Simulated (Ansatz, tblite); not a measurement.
Removing and adding an electron: Mn(SH)2 (MnH₂S₂). The state is a sextet with charge 0. Geometry: PBE-D4/def2-TZVP. Ansatz, gas phase; energy differences of separate SCF runs; the oxidised species was run as a quintet alone; the reduced species was run as a quintet alone.

```xyz
5

Mn    0.220   -0.285    0.250
S     1.018   -1.229   -1.634
H    -0.190   -1.223   -2.253
S    -0.645    0.745    2.058
H    -0.403    1.992    1.579
```

The xTB rows come from tblite.

(1) Estimate orbital energies and vertical ionisation energies and electron affinities at: GFN1-xTB; GFN2-xTB; PBE-D4/def2-TZVPD; r2SCAN-D4/def2-TZVPD; PBE0-D4/def2-TZVPD.

Results:

(1) 
| level | −HOMO (eV) | vertical IE (eV) | −LUMO (eV) | vertical EA (eV) | HOMO–LUMO gap (eV) | IE − EA (eV) | remarks |
| --- | --- | --- | --- | --- | --- | --- | --- |
| GFN1-xTB | – | 13.80 | – | 5.48 | – | 8.32 | – |
| GFN2-xTB | – | 12.96 | – | 7.70 | – | 5.26 | – |
| PBE-D4/def2-TZVPD | 6.04 | – | 4.09 | 1.47 | 1.94 | – | HOMO above zero (-1 quintet) |
| r2SCAN-D4/def2-TZVPD | 6.31 | – | 3.41 | 1.17 | 2.90 | – | HOMO above zero (-1 quintet), spin-contaminated (⟨S²⟩ 6.17) (-1 quintet) |
| PBE0-D4/def2-TZVPD | 7.26 | – | 2.70 | 1.16 | 4.56 | – | HOMO above zero (-1 quintet), spin-contaminated (⟨S²⟩ 6.19) (-1 quintet) |

Run but left out: HF/def2-TZVP, HF/def2-TZVPP, PBE-D4/def2-TZVP, revPBE-D4/def2-TZVP, r2SCAN-D4/def2-TZVP, PBE0-D4/def2-TZVP, BHLYP-D4/def2-TZVP, ωB97X-V/def2-TZVP, ωB97M-V/def2-TZVP, MP2/def2-TZVPP, CCSD/def2-TZVPP, CCSD(T)/def2-TZVPP (charge +1 quintet: ⟨S²⟩ 6.64 to 7.02, where a pure state has 6.00).   A HOMO above zero means that the electron is unbound at that level or that self-interaction error raises the level; the energy of removing that electron tells which. HOMO and LUMO are the levels of the spin that leaves or enters (xTB has no such levels and no spin-polarisation term). Other spin states of the ions may lie lower, which would lower the ionisation energy or raise the affinity. Raw xTB energy differences between charge states are shifted by several eV; the methods need an empirical correction for them.
